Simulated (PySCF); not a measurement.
**Identify the compound**

Molecular formula: C5H8F3O2P. Simulated spectra:

¹H NMR (600 MHz, computed): δ 4.42 (m, 2H), 3.64 (m, 2H), 2.26 (m, 2H), 2.23 (m, 2H).

¹³C{¹H} NMR (computed): δ 133.1 (C), 68.6 (CH2, 2C), 32.7 (CH2, 2C).

[PySCF 2.14: GIAO PBE0/pcSseg-1 shieldings; structure optimised with GFN2-xTB; no relativistic terms; one conformer; one averaged value for each set of equivalent atoms; isolated molecule]

Shifts are taken against calculated references (same method and geometry level): ¹H (σ = 31.72 ppm), ¹³C (σ = 186.93 ppm) vs TMS.

Propose a structure and justify it.

## Answers


1. 3 carbon signals for 5 carbons: some carbons are equivalent by symmetry or fast rotation.
2. Carbon types of the structure: 1 × C, 4 × CH2, which accounts for all hydrogens.
3. δC 133.1: CF3 carbon; 3 electronegative neighbours deshield it.
4. δC 68.6: sp3 CH2 bonded to O; the inductive effect lowers its shielding.
5. δC 32.7: sp3 CH2 bonded to P.
6. δH 4.42, 3.64: hydrogen on an sp3 CH2 bonded to O; its carbon carries O, hence the downfield position.
7. δH 2.26, 2.23: hydrogen on an sp3 CH2 bonded to P.

The compound is `C1P(=O)(C(F)(F)F)CCOC1`.

The data come from this structure; uniqueness wasn't tested.

Splittings by ¹⁹F and ³¹P in the carbon and heteronuclear signals aren't shown, as no couplings were computed. Shifts are as computed. Against solution values, carbons near 30 ppm lie about +3 ppm off and those near 130 ppm about +5 ppm. Of 1211 compounds with measured shifts, 218 miss one by over three times the rms of a fit or turn the order of signals round; such compounds aren't used in these exercises. Multiplicities follow the n + 1 count of equivalent neighbours, as no J values were calculated; m marks all less simple cases, F and P coupling included.
